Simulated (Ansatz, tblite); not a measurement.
Removing and adding an electron: ScCl3. Charge 0, multiplicity 1. Geometry: B3LYP-D4/def2-SVP. Ansatz, gas phase; energy differences of separate SCF runs; the oxidised species was run as a doublet alone; the reduced species was run as a doublet alone.

```xyz
4

Sc   -0.0030   -0.0019    0.0051
Cl    0.9367    1.6273    1.2779
Cl    1.0348   -2.0096   -0.2181
Cl   -1.9686    0.3841   -1.0649
```

The xTB rows come from tblite.

```tsv
level	−HOMO (eV)	vertical IE (eV)	−LUMO (eV)	vertical EA (eV)	HOMO–LUMO gap (eV)	IE − EA (eV)	remarks
GFN1-xTB	13.59	15.82	11.59	8.44	1.99	7.38	–
GFN2-xTB	12.54	15.00	10.78	7.41	1.76	7.59	–
PBE-D4/def2-TZVP	7.88	10.65	4.19	–	3.69	–	–
PBE-D4/def2-TZVPD	7.92	–	4.22	1.57	3.70	–	HOMO above zero (-1 doublet)
r2SCAN-D4/def2-TZVP	8.26	10.93	4.02	–	4.24	–	–
r2SCAN-D4/def2-TZVPD	8.27	–	4.02	1.65	4.25	–	HOMO above zero (-1 doublet)
PBE0-D4/def2-TZVP	9.26	11.20	3.27	–	5.99	–	–
PBE0-D4/def2-TZVPD	9.28	–	3.28	1.69	6.00	–	HOMO above zero (-1 doublet)
```

   A HOMO above zero means that the electron is unbound at that level or that self-interaction error raises the level; the energy of removing that electron tells which. Raw xTB energy differences between charge states are shifted by several eV; the methods need an empirical correction for them.
